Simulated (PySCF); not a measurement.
**Oxygen: a sound run and one with changed settings**

Sound run: O²⁺ [He] 2s2 2p2, O³⁺ [He] 2s2 2p1. Computed with PySCF 2.14 in x2c-SVPall, with scalar relativity by spin-free X2C-1e. In the sound run the correlated levels freeze 1s2. The sound run starts from symmetry-adapted Hartree-Fock orbitals and uses a fine grid where one is needed.

A second run was set up differently.

```
species   method  sound run (hartree)  changed run (hartree)  converged
    O²⁺      MP2            -73.10718              -73.05700        yes
    O²⁺  CCSD(T)            -73.13052              -73.05802        yes
```

Ionisation energy of O²⁺:

| method | sound run (eV) | changed run (eV) |
| --- | --- | --- |
| UHF | 54.780 | 54.780 |
| MP2 | 54.907 | 54.908 |
| SCS-MP2 | 54.804 | 54.823 |
| CCSD | 54.638 | 54.935 |
| CCSD(T) | 54.642 | 54.935 |
| CCSDT | n/a | 54.935 |
| FCI | n/a | 54.935 |

(1) What was changed?
A. all electrons correlated in a valence basis
B. too few SCF iterations
C. a valence shell is frozen
D. minimal basis

Results:

(1) C. Freezing a valence shell removes pair correlation that changes on ionisation.
